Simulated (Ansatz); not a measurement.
ZnF, multiplicity 2 (the spin of the measured ground state), most abundant isotopes (63.9291 and 18.9984 u). Constants from fifth-degree fits in 1/R to seven points on the lowest solution found; no spin–orbit coupling, no relativity up to Kr; ω_e x_e and α_e move by some per cent with the fit.

Correlated levels freeze the inner cores; with def2 sets outer-core shells near the valence are correlated too. CBS: X⁻³ extrapolation of the correlation energy, Hartree–Fock from the larger set.

Programs: Ansatz (a first-principles code) with Gaussian orbitals. Values without a source in brackets are computed.

| level | r_e (Å) | ω_e (cm⁻¹) | ω_e x_e (cm⁻¹) | α_e (cm⁻¹) |
|---|---|---|---|---|
| PBE/def2-TZVPP | 1.8066 | 563.7 | 3.60 | 0.00316 |
| CCSD(T)/CBS(def2-TZVPP, def2-QZVPP) | 1.7647 | 632.3 | 3.54 | 0.00312 |

D_e from total energies of the atoms and the molecule: 3.17 eV at PBE/def2-TZVPP.

Derive the rotational constants, the centrifugal constant, the fundamental, the zero-point energy and the force constant, and test the Morse rule for the well depth.


μ = 14.64594 u.
- PBE/def2-TZVPP: B_e = 16.8576/(μ r_e²) = 0.35265 cm⁻¹; B₀ = B_e − α_e/2 = 0.35107 cm⁻¹; D = 4B_e³/ω_e² = 5.52e-07 cm⁻¹; fundamental ω_e − 2ω_e x_e = 557 cm⁻¹; zero-point energy ω_e/2 − ω_e x_e/4 = 281 cm⁻¹; k = μ(2πcω_e)² = 274 N/m; a Morse well would hold ω_e²/(4ω_e x_e) = 2.73 eV against the computed D_e of 3.17 eV
- CCSD(T)/CBS(def2-TZVPP, def2-QZVPP): B_e = 16.8576/(μ r_e²) = 0.36962 cm⁻¹; B₀ = B_e − α_e/2 = 0.36806 cm⁻¹; D = 4B_e³/ω_e² = 5.05e-07 cm⁻¹; fundamental ω_e − 2ω_e x_e = 625 cm⁻¹; zero-point energy ω_e/2 − ω_e x_e/4 = 315 cm⁻¹; k = μ(2πcω_e)² = 345 N/m
